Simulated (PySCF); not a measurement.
## Worked example: oscillator strength and radiative lifetime

H4SeSi, SMILES [SiH3][SeH].

Coordinates come from a PBE0-D3(BJ)/def2-TZVP optimisation.

TDDFT-ωB97X/def2-SVPD in PySCF puts the first singlet state with f over 0.02 at 5.82 eV (vertical), with the transition dipole (0.000, 0.000, 0.537) in atomic units.

**Question.** Find the oscillator strength, the wavelength and the radiative lifetime that this transition would have in vacuum if emission retraced absorption.

**Answer.** 
|μ|² = 0.2884 au, so |μ| = 1.36 D. ΔE = 5.82/27.211 = 0.2139 hartree. f = (2/3) ΔE |μ|² = 0.041 (the program prints 0.041).
λ = 1239.84/5.82 = 213 nm; ν = 46941 cm⁻¹.
Einstein's coefficient A = 0.6670 ν² f s⁻¹ (ν in cm⁻¹) = 6.0e7 s⁻¹, so τ = 1/A = 17 ns. This state is S2; the lower singlet has f = 0.000. The figure is the radiative limit of this one transition; relaxation, internal conversion, crossing to triplets and a medium change what is measured.
